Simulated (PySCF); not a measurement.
Magnetic shielding above rings: a mixed set.

Definitions: NICS(0) = −σiso at the ring centroid; NICS(1) = −σiso and NICS(1)zz = −σzz at ±1 Å along the ring normal z. Level: GIAO PBE0/pcSseg-1 (PySCF, non-relativistic, gas phase) on the GFN2-xTB geometries, one conformer each. Atom numbers follow the mapped SMILES.

Question: Order these rings by mean NICS(1)zz, lowest (most negative) first (ppm).
A. ring C2–C3–C4–C5–C6–C7 in `[F:1][c:2]1[cH:3][cH:4][cH:5][c:6]2[c:7]1[C@@H:8]1[CH:9]=[CH:10][C@H:11]2[CH2:12]1`
B. ring N2–N3–C4–C11–N12 in `[CH3:1][n:2]1[n:3][c:4]2[cH:5][cH:6][c:7]([C:8]#[N:9])[cH:10][c:11]2[n:12]1`
C. ring C4–C5–C6–C7 in `[O:1]=[CH:2][NH:3][C@H:4]1[CH:5]=[CH:6][C@H:7]1[NH:8][CH:9]=[O:10]`
D. ring C3–C4–C5–N7–N8 in `[CH2:1]=[CH:2][c:3]1[cH:4][c:5]([F:6])[n-:7][n:8]1` (charge -1)
E. ring C3–C4–N5–C6–P8–C9 in `[CH3:1][O:2][c:3]1[cH:4][n:5][c:6]([CH3:7])[p:8][cH:9]1`
F. ring Si3–C4–C5–C8 in `[CH3:1][CH2:2][Si@H:3]1[CH2:4][C@H:5]([C:6]#[N:7])[CH2:8]1`
G. ring C5–C6–P7–C8–C9 in `[F:1][C:2]([F:3])([F:4])[C:5]1=[CH:6][PH2+:7][CH2:8][CH2:9]1` (charge +1)

Answer: B (-38.0), D (-27.1), A (-25.1), E (-23.9), G (-3.5), C (0.4), F (5.6).

```tsv
SMILES	ring	NICS(0)	NICS(1)	NICS(1)zz	HOMA	rms pucker (Å)	ring atoms with four or more neighbours
Cn1nc2ccc(C#N)cc2n1	5-membered ring with 3 N; formal bonds all aromatic	-15.1	-15.1	-38.0	0.89	0.00	0
C=Cc1cc(F)[n-]n1	5-membered ring with 2 N; formal bonds all aromatic	-11.3	-11.1	-27.1	0.96	0.00	0
Fc1cccc2c1[C@@H]1C=C[C@H]2C1	6-membered carbocycle; formal bonds all aromatic	-10.1	-10.9	-25.1	0.97	0.00	0
COc1cnc(C)pc1	6-membered ring with N and P; formal bonds all aromatic	-6.9	-10.1	-23.9	0.88	0.00	0
FC(F)(F)C1=C[PH2+]CC1	5-membered ring with P; formal bonds 1 double, 4 single	-4.5	-4.0	-3.5	–	0.02	3
O=CN[C@H]1C=C[C@H]1NC=O	4-membered carbocycle; formal bonds 1 double, 3 single	1.7	-1.8	0.4	–	0.02	2
CC[Si@H]1C[C@H](C#N)C1	4-membered ring with Si; formal bonds all single	1.6	-0.3	5.6	–	0.05	4
```

NICS(0) gives another order. The isotropic NICS(1) gives the same order. Over the 4 rings with a HOMA value its correlation coefficient with NICS(1)zz is 0.33. HOMA uses Krygowski's 1993 parameters; it is left out where a ring has a four-coordinate atom, a triple bond, no multiple bond or a kind of bond without parameters. NICS(1) and NICS(1)zz are means over the two faces.
